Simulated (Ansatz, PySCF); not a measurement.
Gas-phase reaction R1 + R2 + R3 → 2 P1 + P2, each structure at its B3LYP-D3(BJ)/def2-TZVP stationary point, reached from a drawn start (curvature not checked).
P1: H2 (SMILES [H][H]), charge 0, multiplicity 1.
R1: HCl (SMILES Cl), charge 0, multiplicity 1.
R2, HF (SMILES F) (charge 0, multiplicity 1):
```csv
atom,x (Å),y (Å),z (Å)
F,0.0000,0.0000,0.4622
H,0.0000,0.0000,-0.4622
```
R3, SiH4 (SMILES [SiH4]) (charge 0, multiplicity 1):
```xyz
5

Si     0.00000     0.00000     0.00000
H      0.85468     0.85468     0.85468
H     -0.85468    -0.85468     0.85468
H     -0.85468     0.85468    -0.85468
H      0.85468    -0.85468    -0.85468
```
P2, ClFH2Si (SMILES F[SiH2]Cl) (charge 0, multiplicity 1, Z-matrix in Å and degrees):
```
Si
F 1 1.5954
H 1 1.4699 2 108.26
H 1 1.4699 3 113.68 2 -120.33
Cl 1 2.0473 3 108.86 4 -121.52
```

```
level                     reaction energy (kcal/mol)  minus CCSD(T)/cc-pV(Q+d)Z
------------------------  --------------------------  -------------------------
SVWN5/def2-TZVPP                              -42.70                       3.51
PBE/def2-TZVPP                                -43.13                       3.08
BLYP/def2-TZVPP                               -44.53                       1.68
BLYP-D3(BJ)/def2-TZVPP                        -46.19                       0.02
revPBE-D3(BJ)/def2-TZVPP                      -44.06                       2.15
revPBE-D4/def2-TZVPP                          -44.74                       1.47
PBE0/def2-TZVPP                               -42.63                       3.58
M06-2X/def2-TZVPP                             -49.69                      -3.48
MP2/cc-pV(D+d)Z                               -39.46                       6.75
MP2/cc-pV(Q+d)Z                               -49.38                      -3.17
SCS-MP2/cc-pV(D+d)Z                           -38.41                       7.80
SCS-MP2/cc-pV(T+d)Z                           -46.88                      -0.67
CCSD(T)/cc-pV(D+d)Z                           -35.41                      10.80
CCSD(T)/cc-pV(Q+d)Z                           -46.21                       0.00
```

 The comparison column counts from a level with limits of its own.

P less R. No zero-point or thermal terms.

Frozen-core correlation throughout.

The values were computed with Ansatz (a quantum-chemistry and plane-wave program) with Gaussian orbitals; PySCF for M06-2X and the D3/D4 terms. No computed number here is a measurement.
